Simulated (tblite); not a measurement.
Compound: C8H6N (doublet state).
Geometry (GFN2-xTB, Å), atoms numbered from 1 in this order:
```
atom  x, y, z in Å
C1    -3.0620    0.1979   -0.3414
C2    -1.7978    0.1655   -0.0252
C3    -1.2084   -0.0181    1.3260
C4     0.1253    0.0127    1.2024
C5     0.4793    0.2123   -0.1961
C6     1.8937    0.2799   -0.6859
C7     2.5307   -1.0034   -0.5072
N8     3.0174   -2.0257   -0.3534
C9    -0.6492    0.2996   -0.9244
H10   -4.0154    0.1187    0.1258
H11   -1.8016   -0.1481    2.2098
H12    0.8467   -0.0937    1.9937
H13    2.4609    1.0238   -0.1159
H14    1.9226    0.5431   -1.7465
H15   -0.7466    0.4434   -1.9835
```

The geometry is computed with GFN2-xTB (gas phase). This method treats the open shell by occupation alone, without spin polarisation.

Masses are those of the commonest isotopes; rigid-rotor values at the optimised geometry. The values belong to one conformer with, in the numbering `[H]/[C:1]=[C:2]1\[CH:3]=[CH:4][C:5]([CH2:6][C:7]#[N:8])=[CH:9]1`, C4–C5–C6–C7 66°.

Q: What are A, B and C (GHz)?

A: Ia = 108.97, Ib = 524.26, Ic = 561.00 u·Å²; 505379 MHz·u·Å²/I gives 4638, 964.0 and 900.9 MHz, that is A = 4.6379, B = 0.9640, C = 0.9009 GHz.

Q: Classify the top.

A: A near-prolate asymmetric top; Ray's κ = -0.966.

Q: What does the inertial defect say?

A: Not planar: Δ = Ic − Ia − Ib = -72.22 u·Å². For a rigid frame Δ = −2 Σ m c², so Σ m c² = 36.11 u·Å² lies off the ab plane: 5.17 from hydrogen and 30.94 from heavier atoms. The atom farthest from that plane is 1.79 Å away.

Q: Where do the levels up to J = 3 lie, in MHz?

A: Above 0(0,0):
J = 1: 1(0,1) 1865, 1(1,1) 5539, 1(1,0) 5602
J = 2: 2(0,2) 5594, 2(1,2) 9205, 2(1,1) 9395, 2(2,1) 20417, 2(2,0) 20417
J = 3: 3(0,3) 11185, 3(1,3) 14705, 3(1,2) 15084, 3(2,2) 26011, 3(2,1) 26015, 3(3,1) 44539, 3(3,0) 44539

Q: Estimate the classical rotational partition function at 25 K, 50 K and 500 K.

A: Point group C1, symmetry number σ = 1; q = (√π/σ)·√((kT/h)³/(ABC)), k/h = 20836.6 MHz/K: 10500 at 25 K, 29700 at 50 K, 939000 at 500 K.

For this open shell read J as N, the rotation without spin; fine and hyperfine splittings come on top. Its GFN2-xTB frequencies are all real (lowest 29 cm⁻¹). These are rigid-rotor constants of the computed structure; measured ground-state constants (B0) also hold zero-point vibration.

On an AMD EPYC with one thread, shared host, this took 1.1 s. This is the geometry optimisation.
